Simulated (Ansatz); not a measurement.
The inner images of a band of BCl2F + FH (6 atoms, charge 0, multiplicity 1) are given out of order.

The calculation used RKS PBE-D4/def2-SVP (Ansatz 0.2.0).

Initial state:

```xyz
6
Properties=species:S:1:pos:R:3
B 0.054 0.212 0.080
Cl 0.034 0.554 1.834
Cl 1.520 0.457 -0.845
F -1.099 -0.005 -0.525
F 0.306 -2.116 0.632
H 0.258 -1.766 1.506
```

Final state:

```xyz
6
Properties=species:S:1:pos:R:3
B 0.112 -0.439 -0.507
Cl 0.076 0.096 2.578
Cl 1.525 0.487 -0.972
F -1.106 0.041 -0.688
F 0.250 -1.681 -0.046
H 0.216 -1.167 2.315
```

Put them in order from the first end to the last, with their energies above the first end.
A.
```xyz
6
Properties=species:S:1:pos:R:3
B 0.113 -0.445 -0.333
Cl 0.093 0.129 2.361
Cl 1.542 0.438 -0.827
F -1.105 0.027 -0.534
F 0.235 -1.717 0.088
H 0.196 -1.096 1.925
```
B.
```xyz
6
Properties=species:S:1:pos:R:3
B 0.110 -0.405 -0.202
Cl 0.100 0.138 2.206
Cl 1.548 0.407 -0.804
F -1.110 0.020 -0.496
F 0.230 -1.712 0.197
H 0.194 -1.112 1.779
```
C.
```xyz
6
Properties=species:S:1:pos:R:3
B 0.111 -0.449 -0.433
Cl 0.090 0.109 2.507
Cl 1.534 0.464 -0.888
F -1.105 0.038 -0.604
F 0.236 -1.707 0.002
H 0.208 -1.118 2.097
```
D.
```xyz
6
Properties=species:S:1:pos:R:3
B 0.108 -0.327 -0.067
Cl 0.093 0.167 2.079
Cl 1.554 0.374 -0.801
F -1.107 -0.002 -0.497
F 0.232 -1.713 0.325
H 0.193 -1.162 1.643
```
E.
```xyz
6
Properties=species:S:1:pos:R:3
B 0.081 -0.075 0.092
Cl 0.054 0.354 1.931
Cl 1.535 0.373 -0.808
F -1.107 -0.056 -0.502
F 0.274 -1.809 0.519
H 0.236 -1.450 1.448
```
F.
```xyz
6
Properties=species:S:1:pos:R:3
B 0.064 0.077 0.103
Cl 0.037 0.473 1.876
Cl 1.528 0.395 -0.819
F -1.105 -0.045 -0.506
F 0.294 -1.945 0.566
H 0.255 -1.618 1.461
```
G.
```xyz
6
Properties=species:S:1:pos:R:3
B 0.097 -0.217 0.029
Cl 0.077 0.230 2.005
Cl 1.543 0.371 -0.805
F -1.109 -0.038 -0.502
F 0.252 -1.733 0.446
H 0.211 -1.277 1.508
```

F (+0.028 eV), E (+0.138 eV), G (+0.279 eV), D (+0.040 eV), B (-0.337 eV), A (-0.548 eV), C (-0.622 eV).

Time of the run: 3.2 min on 1 thread of Arm Neoverse V1 (shared host), peak memory 0.15 GiB.
